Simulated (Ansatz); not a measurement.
`CNB(C)O` + `[OH][SnH2][OH]` → `C[O][SnH2][OH]` + `CB(N)O`  (substitution at a C–N bond)

Computed with Ansatz on PBE0-D4/def2-TZVP structures; ΔE is electronic, products minus reactants. CBS: MP2 limit from def2 TZ/QZ plus the TZ coupled-cluster correction, frozen cores. This one scheme is used for every species. DFT in def2-TZVPP. Elements past krypton have def2 core potentials. For Sn outer-core shells are correlated without core-valence functions, which leaves a few kJ/mol of doubt a bond. One conformer a species, not always the lowest.

| level | ΔE (kcal/mol) |
| --- | --- |
| r2SCAN-D4 | 5.6 |
| PBE | 6.2 |
| r2SCAN | 5.5 |
| MP2/CBS(def2) | 6.4 |

Problem. What does CCSD(T)/CBS give? (An estimate is asked.)

Solution. Ansatz gave: +5.8 kcal/mol. The listed levels differ from it by -0.2, 0.4, -0.3, 0.6 kcal/mol.

Largest T1 diagnostic among the species: 0.014.

In def2-TZVPP, CCSD(T) changes the Hartree–Fock value by +2.6 kcal/mol (the triples alone add +0.3 kcal/mol) and MP2 by +3.2 kcal/mol.
